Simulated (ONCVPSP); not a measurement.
Which change was made? (Cl, ONCV)

* Element: Cl
* Generator: ONCVPSP 4.0.1
* Type: optimised norm-conserving Vanderbilt (ONCV)
* Functional: PBE
* Relativity: scalar-relativistic
* Frozen core: [Ne]
* Valence charge: 7
* Reference configuration: 3s2 3p4.5 (charge +0.5)
* Partial waves: 3s: rc 1.35 bohr, ncon 4, nbas 7, qcut 5.4 1/bohr, 3 projectors, debl 0.9 Ha; 3p: rc 1.35 bohr, ncon 4, nbas 8, qcut 6.9 1/bohr, 3 projectors, debl 1.9 Ha; d scattering state at 0.26 Ha: rc 1.05 bohr, ncon 4, nbas 7, qcut 10 1/bohr, 3 projectors, debl 2.5 Ha
* Local potential: polynomial inside 0.65 bohr (lpopt 4, dvloc0 1 Ha)
* Core correction: Teter function fitted to the true core (icmod 2), fcfact 0.6

In the s channel the program set the typed energies aside and used -0.962, 0.250, 1.150 Ha.

Cutoffs, loose and tight: the cutoffs (Ha) at which the residual kinetic energy of the hardest occupied pseudo-wave falls to 1 and 0.1 mHa per electron. They do not see the model core or the augmentation charge, which bear on the density cutoff. Test errors are all-electron minus pseudo excitation energies from the reference, over the configurations 3s2 3p5; 3s2 3p4; 3s2 3p3; 3s2 3p1; variants that change the core or the reference have their own tests.

The base gives: outcome: generated, projector energies reset by the program; cutoff, loose: 17 Ha; cutoff, tight: 55 Ha; bound ghosts: s, p, d; GHOST(+) flags above zero: s; largest test error (meV): +154.

After one change the result is: outcome: generated, projector energies reset by the program; cutoff, loose: 89 Ha; cutoff, tight: 178 Ha; bound ghosts: s, p, d; GHOST(+) flags above zero: p; largest test error (meV): +114. Which change was it?
A. all radii but the core radius scaled by about 0.79 (s 1.06, p 1.06, d 0.84 bohr); local potential polynomial inside 0.52 bohr (lpopt 4, dvloc0 1 Ha)
B. all radii but the core radius scaled by about 1.13 (s 1.52, p 1.52, d 1.18 bohr); local potential polynomial inside 0.74 bohr (lpopt 4, dvloc0 1 Ha)
C. all radii but the core radius scaled by about 1.31 (s 1.76, p 1.76, d 1.38 bohr); local potential polynomial inside 0.86 bohr (lpopt 4, dvloc0 1 Ha)

A. The others give: all radii but the core radius scaled by about 1.31 (s 1.76, p 1.76, d 1.38 bohr); local potential polynomial inside 0.86 bohr (lpopt 4, dvloc0 1 Ha) → outcome: generated, projector energies reset by the program; cutoff, loose: 12 Ha; cutoff, tight: 18 Ha; bound ghosts: none; GHOST(+) flags above zero: s; largest test error (meV): +163 | all radii but the core radius scaled by about 1.13 (s 1.52, p 1.52, d 1.18 bohr); local potential polynomial inside 0.74 bohr (lpopt 4, dvloc0 1 Ha) → outcome: generated, projector energies reset by the program; cutoff, loose: 14 Ha; cutoff, tight: 44 Ha; bound ghosts: none; GHOST(+) flags above zero: s; largest test error (meV): +159.
